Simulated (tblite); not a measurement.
Compound: C₂H₁₂FPSi₃.
SMILES with atom numbers: `[CH3:1][CH2:2][Si@@H:3]([F:4])[Si@H:5]([SiH3:6])[PH2:7]` (hydrogens: H8, H9, H10 on C1; H11, H12 on C2; H13 on Si3; H14 on Si5; H15, H16, H17 on Si6; H18, H19 on P7)

Computed with GFN2-xTB (tblite), gas phase: L-BFGS steps from a force-field or distance-geometry start until the largest atomic force falls under 0.01 eV/Å.

Step 55: E = -622.4044 eV
```
atom  x, y, z in Å  |  force x, y, z in eV/Å
C1     -3.2016   -0.5301   -0.1017   -0.038   0.020   0.019
C2     -1.6994   -0.7242   -0.2729   -0.039  -0.023  -0.004
Si3    -0.6802    0.8571    0.0055   -0.008   0.019  -0.017
F4     -0.5656    1.0616    1.6150    0.010  -0.030  -0.033
Si5     1.4480    0.5080   -0.8731    0.012  -0.012  -0.002
Si6     2.5738   -1.4830   -0.3801    0.006   0.030   0.006
P7      2.8707    2.1876   -0.4086    0.011   0.023  -0.001
H8     -3.5702    0.2193   -0.8006   -0.005  -0.057   0.011
H9     -3.4302   -0.1910    0.9051   -0.007  -0.002   0.028
H10    -3.7393   -1.4611   -0.2802    0.018   0.040   0.011
H11    -1.3497   -1.4845    0.4285   -0.051  -0.037  -0.005
H12    -1.5124   -1.1189   -1.2722    0.038   0.003  -0.016
H13    -1.4614    2.0449   -0.3470    0.000   0.017   0.001
H14     1.2739    0.6503   -2.3388    0.040  -0.005   0.006
H15     1.6142   -2.5870   -0.2854    0.007  -0.012  -0.018
H16     3.5639   -1.8415   -1.3970   -0.011  -0.030  -0.018
H17     3.2903   -1.4287    0.8961   -0.007   0.002   0.029
H18     1.9292    3.1802   -0.5896    0.005   0.050  -0.004
H19     2.6361    2.1502    0.9523    0.018   0.005   0.008
```

Step 56: E = -622.4052 eV
```
atom  x, y, z in Å  |  force x, y, z in eV/Å
C1     -3.2013   -0.5294   -0.1003   -0.043   0.006   0.000
C2     -1.6996   -0.7250   -0.2749   -0.056  -0.019  -0.006
Si3    -0.6809    0.8560    0.0049    0.003   0.024  -0.034
F4     -0.5660    1.0574    1.6141    0.008  -0.026  -0.018
Si5     1.4493    0.5084   -0.8709   -0.002  -0.011  -0.037
Si6     2.5758   -1.4825   -0.3800    0.003   0.003   0.013
P7      2.8712    2.1884   -0.4084    0.022   0.025  -0.015
H8     -3.5729    0.2149   -0.8022    0.000  -0.031   0.006
H9     -3.4275   -0.1859    0.9053   -0.007  -0.004   0.031
H10    -3.7402   -1.4602   -0.2752    0.019   0.025   0.023
H11    -1.3512   -1.4862    0.4255   -0.039  -0.044   0.004
H12    -1.5141   -1.1197   -1.2745    0.035   0.008  -0.014
H13    -1.4617    2.0449   -0.3469    0.004   0.009   0.004
H14     1.2745    0.6515   -2.3384    0.044  -0.008   0.034
H15     1.6127   -2.5860   -0.2870    0.029   0.010  -0.016
H16     3.5647   -1.8446   -1.3987   -0.023  -0.020   0.005
H17     3.2892   -1.4265    0.8995   -0.014  -0.005   0.001
H18     1.9303    3.1812   -0.5884   -0.001   0.055  -0.009
H19     2.6378    2.1527    0.9517    0.017   0.002   0.029
```

Problem. Estimate the geometry and energy of step 57. (The exact step hangs on the optimiser's Hessian estimate; all steps are aligned on step 56, rigid shifts and turns removed.)

Solution. E = -622.4061 eV, largest force 0.067 eV/Å
```
atom  x, y, z in Å  |  force x, y, z in eV/Å
C1     -3.2018   -0.5290   -0.0982   -0.048  -0.012  -0.008
C2     -1.7008   -0.7252   -0.2791   -0.057  -0.011  -0.004
Si3    -0.6820    0.8558    0.0032    0.009   0.014  -0.045
F4     -0.5659    1.0511    1.6126    0.006  -0.021  -0.001
Si5     1.4507    0.5081   -0.8685   -0.012   0.002  -0.062
Si6     2.5786   -1.4818   -0.3794   -0.001  -0.028   0.018
P7      2.8717    2.1896   -0.4081    0.024   0.027  -0.023
H8     -3.5782    0.2063   -0.8063   -0.001  -0.003   0.008
H9     -3.4231   -0.1766    0.9063   -0.005  -0.015   0.002
H10    -3.7411   -1.4616   -0.2641    0.025   0.026   0.038
H11    -1.3534   -1.4886    0.4192   -0.022  -0.041   0.005
H12    -1.5161   -1.1176   -1.2803    0.019   0.011   0.000
H13    -1.4621    2.0470   -0.3445    0.007  -0.001   0.005
H14     1.2764    0.6527   -2.3370    0.046  -0.011   0.048
H15     1.6123   -2.5849   -0.2889    0.047   0.029  -0.013
H16     3.5658   -1.8493   -1.3998   -0.033  -0.007   0.029
H17     3.2879   -1.4244    0.9039   -0.019  -0.010  -0.026
H18     1.9310    3.1828   -0.5875    0.000   0.051  -0.010
H19     2.6402    2.1549    0.9517    0.015   0.001   0.040
```

The energy changes by -0.0009 eV. The first-order estimate −F·Δx gives -0.0013 eV and the mean of the old and new forces, exact on a quadratic surface, -0.0010 eV. The step makes an angle of 72° with the force vector and moves no atom by more than 0.011 Å.

The cost below is that of the whole relaxation. On Arm Neoverse N1, one thread (shared host), this took 3.3 s.
